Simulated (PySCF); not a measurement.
## Working out the ionisation energy of Al+

Al+ [Ne] 3s2 (1S) → Al(2+) [Ne] 3s1 (2S). Computed with PySCF 2.14 in x2c-QZVPPall (9s6p4d2f1g, 70 functions), with scalar relativity by spin-free X2C-1e. Frozen: 1s2. Energies in hartree (1 hartree = 27.21139 eV):

| part | Al+ (lower) | Al(2+) (upper) |
| --- | --- | --- |
| UHF | -242.111691 | -241.466716 |
| CCSD correlation | -0.209453 | -0.165348 |
| (T) | -0.002507 | -0.001215 |

Q: What does Hartree-Fock give?

A: (-241.466716) − (-242.111691) = 0.644975 hartree = 17.551 eV.

Q: What do CCSD and CCSD(T) give?

A: The CCSD correlation energies differ by 0.044105 hartree = 1.200 eV and the triples by 0.001292 hartree = 0.035 eV, so CCSD gives 18.751 eV and CCSD(T) 18.786 eV.

Measured between the centres of the two terms (NIST): 18.829 eV, so CCSD(T) (valence and next inner shell) is off by -0.043 eV.

What remains against the reference includes basis incompleteness, the frozen core and higher excitations.
